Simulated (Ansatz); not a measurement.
C$_{4}$H$_{11}$BO$_{2}$ (SMILES CCCB(O)OC), singlet, geometry from GFN2-xTB, with bond 6-5 at 2.4 times its length; Ansatz (a quantum-chemistry and plane-wave program) with SC-NEVPT2/STO-3G, CASSCF(2,3).

The Ansatz input:
Ansatz 0.2 input:
```yaml
crystal:
  periodic: [false, false, false]
  atoms:
    - {symbol: B, position_ang: [0.26272560, 0.81798257, 0.04934141]}
    - {symbol: O, position_ang: [0.88386421, 1.94611057, 0.47618259]}
    - {symbol: H, position_ang: [0.54771801, 2.77354537, 0.12909239]}
    - {symbol: O, position_ang: [-0.78541333, 0.81066442, -0.81603780]}
    - {symbol: C, position_ang: [-1.35111057, 1.97435554, -1.37128690]}
    - {symbol: H, position_ang: [0.41360489, 3.31318325, -2.78791203]}
    - {symbol: H, position_ang: [-2.16339598, 1.65826718, -2.02627545]}
    - {symbol: H, position_ang: [-1.75729656, 2.62933975, -0.59278547]}
    - {symbol: C, position_ang: [0.80303647, -0.58602329, 0.58544457]}
    - {symbol: C, position_ang: [-0.13130674, -1.76927689, 0.32804802]}
    - {symbol: C, position_ang: [0.46175402, -3.08173589, 0.82664399]}
    - {symbol: H, position_ang: [1.00662377, -0.51306941, 1.65543893]}
    - {symbol: H, position_ang: [1.76723697, -0.79244322, 0.11410896]}
    - {symbol: H, position_ang: [-1.08509564, -1.58713786, 0.82583266]}
    - {symbol: H, position_ang: [-0.33116032, -1.83771031, -0.74189422]}
    - {symbol: H, position_ang: [1.40234039, -3.29146236, 0.32163535]}
    - {symbol: H, position_ang: [-0.22016903, -3.90840684, 0.63897317]}
    - {symbol: H, position_ang: [0.65353657, -3.03115227, 1.89645745]}
basis:
  gaussian:
    orbitals: STO-3G
magnetization: {spin_polarized: false}
correlation: {method: sc_nevpt2, electrons: all, active_space: {window: {electrons: 2, orbitals: 3}}}
```

What does Ansatz print? Leave out banner, timings and long lists.


```
Functional definition: HF
651 factors; integrals over basis functions are off by at most 8.2e-5 eV
mean field evaluation 1: about -8914.6611 eV, gradient 3.4e1 eV
mean field evaluation 2: about -8915.0105 eV, gradient 3.4e1 eV
mean field evaluation 4: about -8921.6376 eV, gradient 6.3e0 eV
mean field evaluation 8: about -8921.8493 eV, gradient 2.3e-2 eV
mean field -8921.84304782 eV, -327.8716845649 hartree, gradient 8.3e-7 eV, S^2 0.000000; 0 other end points of the search recorded, 0 dependent functions left out; unrestricted orbitals would lower it
reference -8921.84304782 eV, -327.8716845649 hartree; 28, 28 occupied and 18, 18 virtual orbitals, 651 factors
state -8926.64791495 eV, -328.0482601751 hartree
state -8926.64791495 eV, -328.0482601751 hartree; corrected -8935.09480850 eV, -328.3586777875 hartree
WARN: 1 active orbitals are nearly empty or full. The corrections depend on them more than the energy does, and are more stable in an active space without them
Total energy: -8935.09480850 eV, -328.3586777875 hartree
```
